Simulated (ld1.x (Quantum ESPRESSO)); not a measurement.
## fluorine ultrasoft: all-electron and pseudo phase curves

```
Element                 : fluorine
Generator               : ld1.x (Quantum ESPRESSO) 7.5
Type                    : ultrasoft
Functional              : PW91
Relativity              : fully relativistic
Frozen core             : [He]
Valence charge          : 7
Reference configuration : 2s1 2p6
Partial waves           : 2s (bound): rcut 0.45, rcutus 0.60 bohr; 2s channel at -1.9 Ry: rcut 0.45, rcutus 0.60 bohr; 2p (bound): rcut 1.20, rcutus 1.65 bohr; 2p channel at 0.55 Ry: rcut 1.20, rcutus 1.65 bohr; 3d channel at -0.1 Ry: rcut 1.40, rcutus 1.90 bohr; 3d channel at 1.15 Ry: rcut 1.40, rcutus 1.90 bohr
Local potential         : all-electron potential smoothed inside 1.05 bohr (lloc = -2)
Core correction         : none
Augmentation charge     : built from norm-conserving waves at rcut, not smoothed further
```

Open shells are filled in proportion to 2j + 1 (rel_dist='average').

The phase is arctan(r·u′/u) with u = r·R(r), unwrapped; energies in Ry, scanned from -4 to 5 Ry. A pole is an energy at which the radial function vanishes at the test radius. The pseudo phase is shifted by a multiple of π to meet the all-electron one at the reference energy, and phase errors are pseudo minus all-electron; the curves can meet again beyond the range given. Levels narrower than the energy grid can be missing from the lists of poles.

Q: For each channel, where are the poles, and over which energies does the pseudopotential scatter like the atom?

A:

| channel | radius (bohr) | reference energy (Ry) | poles, all-electron | poles, pseudo | unbroken range about the reference energy with phases within 0.05 rad | phase error 1 Ry above the reference energy (rad) |
| --- | --- | --- | --- | --- | --- | --- |
| s | 2.06 | -2.24 | -1.97 | -1.97 | the whole range | -0.000 |
| p1/2 | 2.06 | -0.86 | -0.50 | -0.50 | the whole range | +0.000 |
| p3/2 | 2.06 | -0.85 | -0.49 | -0.49 | the whole range | +0.000 |
| d3/2 | 2.06 | -0.10 | none | none | the whole range | +0.000 |
| d5/2 | 2.06 | -0.10 | none | none | the whole range | +0.000 |

Phases in the d5/2 channel:

```
E (Ry)  all-electron  pseudo
 -4.00         1.356   1.356
 -3.52         1.345   1.345
 -3.04         1.333   1.333
 -2.56         1.319   1.319
 -2.08         1.302   1.302
 -1.60         1.281   1.281
 -1.12         1.255   1.255
 -0.64         1.221   1.221
 -0.16         1.176   1.176
  0.32         1.111   1.111
  0.80         1.011   1.011
  1.28         0.838   0.838
  1.76         0.500   0.500
  2.24        -0.136  -0.136
  2.72        -0.786  -0.785
  3.20        -1.138  -1.137
  3.68        -1.319  -1.317
  4.16        -1.427  -1.424
  4.64        -1.500  -1.496
```
